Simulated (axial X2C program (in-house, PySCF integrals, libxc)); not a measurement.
## SnN⁻: from the spin-free to the two-component result

Calculated with an axial X2C code built on PySCF integrals. Spin-free means the one-electron spin-free X2C Hamiltonian; two-component (2c) means X2C with spin–orbit coupling and atomic mean-field two-electron Coulomb and Gaunt terms, so the difference of the two also holds small scalar two-electron terms. Basis: Sn dyall-acv3z [12s13p10d5f1g], N dyall-av3z [7s7p3d2f] (cores contracted in-house); Gaussian nuclei, density fitting, unrestricted open shells. Masses: Sn 119.902 u, N 14.003 u.

Spin-free state: M_S = 0, Λ = 0 (closed shell); fragments Sn- + N.

| level | Re (Å) | ωe (cm⁻¹) | De (eV) | μ (D) |
| --- | --- | --- | --- | --- |
| PBE0 | 1.870 | 843.4 | 3.419 | -4.88 |
| B97-3 | 1.877 | 835.5 | 3.651 | -5.03 |

Dipoles are positive if N is the positive end and refer to the centre of mass.

Two-component determinant lowest at the distance of the search:

Ω = 0 (closed shell); fragments Sn- + N.

```tsv
level	Re (Å)	ωe (cm⁻¹)	De (eV)	μ (D)
PBE0	1.871	841.1	3.400	-4.88
B97-3	1.878	833.1	3.616	-5.03
```

Question: From the two tables, how do the constants change at the PBE0 level (2c against spin-free)?

Answer: At the PBE0 level Re goes up by 0.001 Å and ωe decreases by 2.3 cm⁻¹; De changes by -0.019 eV.

The state is a single determinant with fixed occupations, the lowest that a limited PBE0 search found. The closed shell is kept restricted, so the energy runs too high when the bond is stretched far. De is counted from the lowest determinant-based energies of the atoms at the same level, without counterpoise correction. Without a current term, density functionals place determinants with orbital angular momentum somewhat too high.
